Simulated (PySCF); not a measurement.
# Bond length, frequency and bond energy of PmN by level of theory

State: quintet, about 4.4 electrons in the 4f shell (Mulliken), real f orbitals that mix terms. Set-up: Pm x2c-SVPall, N x2c-SVPall; spin-free X2C with a Gaussian nucleus (PySCF 2.14). De refers to Pm (4f5 6s2) + N in their high-spin ground configurations, without counterpoise correction. The functionals are run spin-unrestricted. A positive dipole means Pm(−)N(+).

```csv
Level,Re (Å),ωe (cm⁻¹),De (eV),μ (D)
ROHF,1.729,996,n/a,-8.26
ROHF-MP2,1.781,835,n/a,n/a
ROHF-SCS-MP2,1.781,844,n/a,n/a
LDA,1.741,851,5.11,-4.95
PBE,1.760,816,4.45,-5.12
r²SCAN,1.750,862,4.26,-5.75
PBE0,1.726,951,3.65,-6.71
M06,1.722,950,3.11,-6.75
CAM-B3LYP,1.721,976,3.42,-7.11
```

(1) What does the step from GGA to meta-GGA do here, going from PBE to r²SCAN?

(2) What does the gradient correction do here, going from LDA to PBE?

(3) What does second-order correlation do here, going from ROHF to ROHF-MP2?

Correlated steps freeze 19 core orbitals. These are scalar-relativistic numbers at best; spin–orbit coupling would shift them, the dissociation energy most. Counting both spins, an empty level lies below a filled one in some of these solutions, because spin and occupation are held. UHF is strongly spin-contaminated for PmN, so the ROHF reference used there is far from stable. With d or f electrons several states lie close, and the lowest PBE0 determinant need not be the measured ground state.

The whole job (state search and all levels along the bond) took about 20 min on 2 threads of Arm Neoverse V2 (shared host), peak memory 3.2 GiB.

## Answers

(1) r²SCAN less PBE: -1.0 pm in Re, +5.6 % in ωe, -0.19 eV in De. 

(2) PBE less LDA: +1.9 pm in Re, -4.1 % in ωe, -0.66 eV in De. The gradient correction favours the more uneven density of free atoms, so it tends to lengthen bonds and takes away much of the overbinding of LDA; so it does here.

(3) ROHF-MP2 less ROHF: +5.2 pm in Re, -16.2 % in ωe. Correlation nearly always deepens the well. The bond lengthens, as in strong covalent bonds, where excitations into antibonding orbitals dominate.
